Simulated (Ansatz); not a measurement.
Nudged elastic band run: GaH5S

Input:

```yaml
crystal:
  periodic: [false, false, false]
  atoms:
    - { symbol: Ga, position_ang: [-0.756505, -0.341959, 0.235229] }
    - { symbol: S, position_ang: [-0.834641, 1.614912, -0.789514] }
    - { symbol: H, position_ang: [-1.180778, -1.559338, -0.644929] }
    - { symbol: H, position_ang: [-0.364048, -0.370594, 1.747477] }
    - { symbol: H, position_ang: [1.75478, -0.508348, -0.60235] }
    - { symbol: H, position_ang: [1.813275, -1.169705, -0.22609] }
    - { symbol: H, position_ang: [-0.431981, 2.334931, 0.280177] }
basis:
  gaussian: { orbitals: def2-SVP }
hamiltonian:
  xc: pbe0
neb:
  order_check: false
  images: 9
  f_tol: 0.05
  max_iterations: 60
  optimiser: lbfgs
  climbing: immediate
  final_atoms:
    - { symbol: Ga, position_ang: [-0.23402013, -0.98738653, 0.51561684] }
    - { symbol: S, position_ang: [-0.29778644, 1.32131503, -0.74713255] }
    - { symbol: H, position_ang: [-1.00733296, -1.78462865, -0.60191749] }
    - { symbol: H, position_ang: [-1.02117891, -0.46246599, 1.77662494] }
    - { symbol: H, position_ang: [0.68631534, 1.06311902, -1.63603133] }
    - { symbol: H, position_ang: [1.33609888, -1.12473058, 0.60268398] }
    - { symbol: H, position_ang: [0.53800622, 1.97467669, 0.0901556] }
  initial_path:
    images:
      - { positions_ang: [[-0.756505, -0.341959, 0.235229], [-0.834641, 1.614912, -0.789514], [-1.180778, -1.559338, -0.644929], [-0.364048, -0.370594, 1.747477], [1.75478, -0.508348, -0.60235], [1.813275, -1.169705, -0.22609], [-0.431981, 2.334931, 0.280177]] }
      - { positions_ang: [[-0.71751075, -0.42921177, 0.24835432], [-0.69953373, 1.59422163, -0.82550768], [-1.19614197, -1.63440789, -0.61044622], [-0.41558463, -0.40635862, 1.76698397], [1.62236971, -0.35404986, -0.60981514], [1.72470679, -1.05540258, -0.23294941], [-0.31820343, 2.2851081, 0.26338016]] }
      - { positions_ang: [[-0.67851649, -0.51646454, 0.26147964], [-0.56442647, 1.57353126, -0.86150136], [-1.21150594, -1.70947779, -0.57596345], [-0.46712125, -0.44212325, 1.78649095], [1.48995943, -0.19975172, -0.61728028], [1.63613858, -0.94110016, -0.23980882], [-0.20442586, 2.23528521, 0.24658332]] }
      - { positions_ang: [[-0.63952224, -0.60371731, 0.27460497], [-0.4293192, 1.55284089, -0.89749504], [-1.22686991, -1.78454768, -0.54148067], [-0.51865788, -0.47788787, 1.80599792], [1.35754914, -0.04545358, -0.62474542], [1.54757036, -0.82679775, -0.24666824], [-0.09064828, 2.18546231, 0.22978649]] }
      - { positions_ang: [[-0.60052799, -0.69097008, 0.28773029], [-0.29421193, 1.53215051, -0.93348872], [-1.24223388, -1.85961758, -0.5069979], [-0.5701945, -0.51365249, 1.8255049], [1.22513886, 0.10884456, -0.63221057], [1.45900215, -0.71249533, -0.25352765], [0.02312929, 2.13563941, 0.21298965]] }
      - { positions_ang: [[-0.56153374, -0.77822285, 0.30085561], [-0.15910466, 1.51146014, -0.9694824], [-1.25759784, -1.93468747, -0.47251512], [-0.62173113, -0.54941712, 1.84501187], [1.09272857, 0.2631427, -0.63967571], [1.37043394, -0.59819291, -0.26038706], [0.13690686, 2.08581651, 0.19619281]] }
      - { positions_ang: [[-0.49603101, -0.82005559, 0.34380786], [-0.18684102, 1.47343112, -0.92501243], [-1.20754487, -1.90467571, -0.49839559], [-0.70162068, -0.53202689, 1.83133448], [1.01144592, 0.42313796, -0.83894683], [1.36356693, -0.70350044, -0.08777285], [0.21712673, 2.06358855, 0.17498537]] }
      - { positions_ang: [[-0.43052829, -0.86188832, 0.3867601], [-0.21457738, 1.4354021, -0.88054246], [-1.15749189, -1.87466394, -0.52427607], [-0.78151024, -0.51463667, 1.8176571], [0.93016328, 0.58313323, -1.03821795], [1.35669992, -0.80880798, 0.08484135], [0.29734661, 2.04136058, 0.15377793]] }
      - { positions_ang: [[-0.36502557, -0.90372106, 0.42971235], [-0.24231373, 1.39737308, -0.83607249], [-1.10743891, -1.84465218, -0.55015654], [-0.8613998, -0.49724644, 1.80397971], [0.84888063, 0.74312849, -1.23748908], [1.34983291, -0.91411551, 0.25745556], [0.37756648, 2.01913262, 0.13257049]] }
      - { positions_ang: [[-0.29952285, -0.94555379, 0.4726646], [-0.27005009, 1.35934405, -0.79160252], [-1.05738593, -1.81464041, -0.57603701], [-0.94128936, -0.47985621, 1.79030232], [0.76759798, 0.90312376, -1.4367602], [1.34296589, -1.01942304, 0.43006977], [0.45778635, 1.99690466, 0.11136305]] }
      - { positions_ang: [[-0.23402013, -0.98738653, 0.51561684], [-0.29778644, 1.32131503, -0.74713255], [-1.00733296, -1.78462865, -0.60191749], [-1.02117891, -0.46246599, 1.77662494], [0.68631534, 1.06311902, -1.63603133], [1.33609888, -1.12473058, 0.60268398], [0.53800622, 1.97467669, 0.0901556]] }
```

Launched with:

```bash
$ ansatz run input.yaml --threads 2 --pin off --max-ram 3072MiB --backend cpu --events-out ev --progress --plain --runs-dir out
```

Output, in part (warnings, iteration lines):

```
NEB end point (image 0): max|allowed force component| = 5.916e-3 eV/Å (the criterion of neb.relax_end_points is 1.000e-2)
NEB end point (image 10): max|allowed force component| = 2.628e-2 eV/Å (the criterion of neb.relax_end_points is 1.000e-2)
NEB iter   1: max|band force component| = 2.209e0 eV/Å  barrier→ = 1.3818 eV  barrier← = 1.0461 eV  CI = image 6  Δτ_max = 0.0355 Å  (246 SCF iters)
NEB iter   2: max|band force component| = 1.658e0 eV/Å  barrier→ = 1.2778 eV  barrier← = 0.9422 eV  CI = image 5  Δτ_max = 0.0242 Å  (209 SCF iters)
NEB iter   3: max|band force component| = 1.255e0 eV/Å  barrier→ = 1.2329 eV  barrier← = 0.8973 eV  CI = image 5  Δτ_max = 0.0980 Å  (206 SCF iters)
NEB iter   4: max|band force component| = 9.578e-1 eV/Å  barrier→ = 1.1086 eV  barrier← = 0.7729 eV  CI = image 5  Δτ_max = 0.0290 Å  (220 SCF iters)
NEB iter   5: max|band force component| = 1.118e0 eV/Å  barrier→ = 1.0843 eV  barrier← = 0.7486 eV  CI = image 5  Δτ_max = 0.0184 Å  (207 SCF iters)
NEB iter   6: max|band force component| = 4.006e-1 eV/Å  barrier→ = 1.0788 eV  barrier← = 0.7431 eV  CI = image 5  Δτ_max = 0.0120 Å  (204 SCF iters)
NEB iter   7: max|band force component| = 3.809e-1 eV/Å  barrier→ = 1.0704 eV  barrier← = 0.7348 eV  CI = image 5  Δτ_max = 0.0421 Å  (201 SCF iters)
NEB iter   8: max|band force component| = 8.107e-1 eV/Å  barrier→ = 1.0473 eV  barrier← = 0.7116 eV  CI = image 5  Δτ_max = 0.0133 Å  (207 SCF iters)
NEB iter   9: max|band force component| = 2.819e-1 eV/Å  barrier→ = 1.0440 eV  barrier← = 0.7084 eV  CI = image 5  Δτ_max = 0.0103 Å  (192 SCF iters)
NEB iter  10: max|band force component| = 3.505e-1 eV/Å  barrier→ = 1.0379 eV  barrier← = 0.7023 eV  CI = image 5  Δτ_max = 0.0057 Å  (207 SCF iters)
NEB iter  11: max|band force component| = 2.106e-1 eV/Å  barrier→ = 1.0359 eV  barrier← = 0.7003 eV  CI = image 5  Δτ_max = 0.0176 Å  (169 SCF iters)
NEB iter  12: max|band force component| = 5.326e-1 eV/Å  barrier→ = 1.0278 eV  barrier← = 0.6922 eV  CI = image 5  Δτ_max = 0.0085 Å  (201 SCF iters)
NEB iter  13: max|band force component| = 1.886e-1 eV/Å  barrier→ = 1.0265 eV  barrier← = 0.6908 eV  CI = image 5  Δτ_max = 0.0076 Å  (173 SCF iters)
NEB iter  14: max|band force component| = 3.271e-1 eV/Å  barrier→ = 1.0234 eV  barrier← = 0.6878 eV  CI = image 5  Δτ_max = 0.0054 Å  (189 SCF iters)
NEB iter  15: max|band force component| = 1.752e-1 eV/Å  barrier→ = 1.0224 eV  barrier← = 0.6867 eV  CI = image 5  Δτ_max = 0.0100 Å  (169 SCF iters)
NEB iter  16: max|band force component| = 3.890e-1 eV/Å  barrier→ = 1.0188 eV  barrier← = 0.6832 eV  CI = image 5  Δτ_max = 0.0061 Å  (189 SCF iters)
NEB iter  17: max|band force component| = 1.584e-1 eV/Å  barrier→ = 1.0180 eV  barrier← = 0.6824 eV  CI = image 5  Δτ_max = 0.0068 Å  (170 SCF iters)
NEB iter  18: max|band force component| = 2.982e-1 eV/Å  barrier→ = 1.0160 eV  barrier← = 0.6803 eV  CI = image 5  Δτ_max = 0.0049 Å  (185 SCF iters)
NEB iter  19: max|band force component| = 1.461e-1 eV/Å  barrier→ = 1.0154 eV  barrier← = 0.6797 eV  CI = image 5  Δτ_max = 0.0070 Å  (168 SCF iters)
NEB iter  20: max|band force component| = 2.962e-1 eV/Å  barrier→ = 1.0136 eV  barrier← = 0.6779 eV  CI = image 5  Δτ_max = 0.0047 Å  (182 SCF iters)
NEB iter  21: max|band force component| = 1.338e-1 eV/Å  barrier→ = 1.0131 eV  barrier← = 0.6775 eV  CI = image 5  Δτ_max = 0.0064 Å  (167 SCF iters)
NEB iter  22: max|band force component| = 2.699e-1 eV/Å  barrier→ = 1.0117 eV  barrier← = 0.6761 eV  CI = image 5  Δτ_max = 0.0045 Å  (183 SCF iters)
NEB iter  23: max|band force component| = 1.228e-1 eV/Å  barrier→ = 1.0114 eV  barrier← = 0.6757 eV  CI = image 5  Δτ_max = 0.0052 Å  (165 SCF iters)
NEB iter  24: max|band force component| = 2.311e-1 eV/Å  barrier→ = 1.0104 eV  barrier← = 0.6748 eV  CI = image 5  Δτ_max = 0.0037 Å  (177 SCF iters)
NEB iter  25: max|band force component| = 1.136e-1 eV/Å  barrier→ = 1.0101 eV  barrier← = 0.6745 eV  CI = image 5  Δτ_max = 0.0060 Å  (165 SCF iters)
NEB iter  26: max|band force component| = 2.439e-1 eV/Å  barrier→ = 1.0092 eV  barrier← = 0.6736 eV  CI = image 5  Δτ_max = 0.0041 Å  (177 SCF iters)
NEB iter  27: max|band force component| = 1.037e-1 eV/Å  barrier→ = 1.0090 eV  barrier← = 0.6734 eV  CI = image 5  Δτ_max = 0.0040 Å  (161 SCF iters)
NEB iter  28: max|band force component| = 1.838e-1 eV/Å  barrier→ = 1.0085 eV  barrier← = 0.6728 eV  CI = image 5  Δτ_max = 0.0029 Å  (170 SCF iters)
NEB iter  29: max|band force component| = 9.770e-2 eV/Å  barrier→ = 1.0083 eV  barrier← = 0.6727 eV  CI = image 5  Δτ_max = 0.0056 Å  (163 SCF iters)
NEB iter  30: max|band force component| = 2.209e-1 eV/Å  barrier→ = 1.0077 eV  barrier← = 0.6720 eV  CI = image 5  Δτ_max = 0.0037 Å  (176 SCF iters)
NEB iter  31: max|band force component| = 9.433e-2 eV/Å  barrier→ = 1.0075 eV  barrier← = 0.6719 eV  CI = image 5  Δτ_max = 0.0034 Å  (160 SCF iters)
NEB iter  32: max|band force component| = 1.486e-1 eV/Å  barrier→ = 1.0072 eV  barrier← = 0.6716 eV  CI = image 5  Δτ_max = 0.0024 Å  (166 SCF iters)
NEB iter  33: max|band force component| = 9.186e-2 eV/Å  barrier→ = 1.0071 eV  barrier← = 0.6715 eV  CI = image 5  Δτ_max = 0.0057 Å  (159 SCF iters)
NEB iter  34: max|band force component| = 2.012e-1 eV/Å  barrier→ = 1.0067 eV  barrier← = 0.6710 eV  CI = image 5  Δτ_max = 0.0034 Å  (176 SCF iters)
NEB iter  35: max|band force component| = 8.830e-2 eV/Å  barrier→ = 1.0066 eV  barrier← = 0.6710 eV  CI = image 5  Δτ_max = 0.0030 Å  (158 SCF iters)
NEB iter  36: max|band force component| = 1.221e-1 eV/Å  barrier→ = 1.0064 eV  barrier← = 0.6708 eV  CI = image 5  Δτ_max = 0.0020 Å  (162 SCF iters)
NEB iter  37: max|band force component| = 8.602e-2 eV/Å  barrier→ = 1.0063 eV  barrier← = 0.6707 eV  CI = image 5  Δτ_max = 0.0058 Å  (155 SCF iters)
NEB iter  38: max|band force component| = 1.872e-1 eV/Å  barrier→ = 1.0060 eV  barrier← = 0.6704 eV  CI = image 5  Δτ_max = 0.0032 Å  (174 SCF iters)
NEB iter  39: max|band force component| = 8.237e-2 eV/Å  barrier→ = 1.0060 eV  barrier← = 0.6704 eV  CI = image 5  Δτ_max = 0.0026 Å  (156 SCF iters)
NEB iter  40: max|band force component| = 1.023e-1 eV/Å  barrier→ = 1.0059 eV  barrier← = 0.6703 eV  CI = image 5  Δτ_max = 0.0017 Å  (160 SCF iters)
NEB iter  41: max|band force component| = 8.027e-2 eV/Å  barrier→ = 1.0058 eV  barrier← = 0.6702 eV  CI = image 5  Δτ_max = 0.0058 Å  (152 SCF iters)
NEB iter  42: max|band force component| = 1.762e-1 eV/Å  barrier→ = 1.0056 eV  barrier← = 0.6700 eV  CI = image 5  Δτ_max = 0.0030 Å  (170 SCF iters)
NEB iter  43: max|band force component| = 7.660e-2 eV/Å  barrier→ = 1.0056 eV  barrier← = 0.6700 eV  CI = image 5  Δτ_max = 0.0024 Å  (155 SCF iters)
NEB iter  44: max|band force component| = 8.906e-2 eV/Å  barrier→ = 1.0055 eV  barrier← = 0.6699 eV  CI = image 5  Δτ_max = 0.0015 Å  (160 SCF iters)
NEB iter  45: max|band force component| = 7.469e-2 eV/Å  barrier→ = 1.0055 eV  barrier← = 0.6699 eV  CI = image 5  Δτ_max = 0.0059 Å  (153 SCF iters)
NEB iter  46: max|band force component| = 1.666e-1 eV/Å  barrier→ = 1.0054 eV  barrier← = 0.6697 eV  CI = image 5  Δτ_max = 0.0028 Å  (169 SCF iters)
NEB iter  47: max|band force component| = 7.107e-2 eV/Å  barrier→ = 1.0053 eV  barrier← = 0.6697 eV  CI = image 5  Δτ_max = 0.0022 Å  (153 SCF iters)
NEB iter  48: max|band force component| = 7.833e-2 eV/Å  barrier→ = 1.0053 eV  barrier← = 0.6697 eV  CI = image 5  Δτ_max = 0.0013 Å  (158 SCF iters)
NEB iter  49: max|band force component| = 6.935e-2 eV/Å  barrier→ = 1.0053 eV  barrier← = 0.6696 eV  CI = image 5  Δτ_max = 0.0059 Å  (150 SCF iters)
NEB iter  50: max|band force component| = 1.582e-1 eV/Å  barrier→ = 1.0052 eV  barrier← = 0.6695 eV  CI = image 5  Δτ_max = 0.0027 Å  (167 SCF iters)
NEB iter  51: max|band force component| = 6.582e-2 eV/Å  barrier→ = 1.0051 eV  barrier← = 0.6695 eV  CI = image 5  Δτ_max = 0.0020 Å  (152 SCF iters)
NEB iter  52: max|band force component| = 6.944e-2 eV/Å  barrier→ = 1.0051 eV  barrier← = 0.6695 eV  CI = image 5  Δτ_max = 0.0012 Å  (157 SCF iters)
NEB iter  53: max|band force component| = 6.428e-2 eV/Å  barrier→ = 1.0051 eV  barrier← = 0.6695 eV  CI = image 5  Δτ_max = 0.0060 Å  (152 SCF iters)
NEB iter  54: max|band force component| = 1.507e-1 eV/Å  barrier→ = 1.0050 eV  barrier← = 0.6694 eV  CI = image 5  Δτ_max = 0.0026 Å  (168 SCF iters)
NEB iter  55: max|band force component| = 6.090e-2 eV/Å  barrier→ = 1.0050 eV  barrier← = 0.6694 eV  CI = image 5  Δτ_max = 0.0018 Å  (153 SCF iters)
NEB iter  56: max|band force component| = 6.191e-2 eV/Å  barrier→ = 1.0050 eV  barrier← = 0.6694 eV  CI = image 5  Δτ_max = 0.0010 Å  (155 SCF iters)
NEB iter  57: max|band force component| = 5.954e-2 eV/Å  barrier→ = 1.0050 eV  barrier← = 0.6693 eV  CI = image 5  Δτ_max = 0.0060 Å  (149 SCF iters)
NEB iter  58: max|band force component| = 1.440e-1 eV/Å  barrier→ = 1.0049 eV  barrier← = 0.6693 eV  CI = image 5  Δτ_max = 0.0024 Å  (167 SCF iters)
NEB iter  59: max|band force component| = 5.633e-2 eV/Å  barrier→ = 1.0049 eV  barrier← = 0.6693 eV  CI = image 5  Δτ_max = 0.0017 Å  (150 SCF iters)
NEB iter  60: max|band force component| = 5.550e-2 eV/Å  barrier→ = 1.0049 eV  barrier← = 0.6693 eV  CI = image 5  Δτ_max = 0.0095 Å  (154 SCF iters)
Error: NEB band did not converge after 60 iterations: max|band force component| = 5.55e-2 eV/Å (threshold 5.0e-2); raise `neb.max_iterations` in a new run, which can start from the last band evaluated (`neb.initial_path`, with `crystal.atoms` and `neb.final_atoms` set to its first and last images), …
```

It did not converge within its limit. The band didn't meet its force threshold, so its energies are provisional: the largest band force was still 0.06 eV/Å, and over the last iterations the top stayed at 1.00 eV. The orbitals stay closed-shell, which can raise the energy where a bond breaks towards radicals; this wasn't checked here.

Final band (atoms are numbered from 1 in the order of the input):

```csv
image,path coordinate (Å),energy (kJ/mol),H5–H6 (Å),Ga1–H6 (Å),S2–H5 (Å)
0,0.00,0.0,0.76,2.74,3.35
1,0.37,1.1,0.77,2.60,3.01
2,0.75,6.2,0.77,2.43,2.72
3,1.13,20.4,0.78,2.19,2.40
4,1.50,59.1,0.85,1.93,2.03
5,1.88,97.0,1.11,1.73,1.65
6,2.27,69.1,1.56,1.62,1.41
7,2.67,49.2,2.02,1.59,1.36
8,3.07,38.6,2.46,1.58,1.35
9,3.47,33.9,2.83,1.58,1.35
10,3.87,32.4,3.20,1.58,1.35
```

Run time: 21 min on 2 threads of AMD EPYC 7R43 64-Core Processor (Zen 3), with other jobs on the host, peak memory 0.19 GiB.
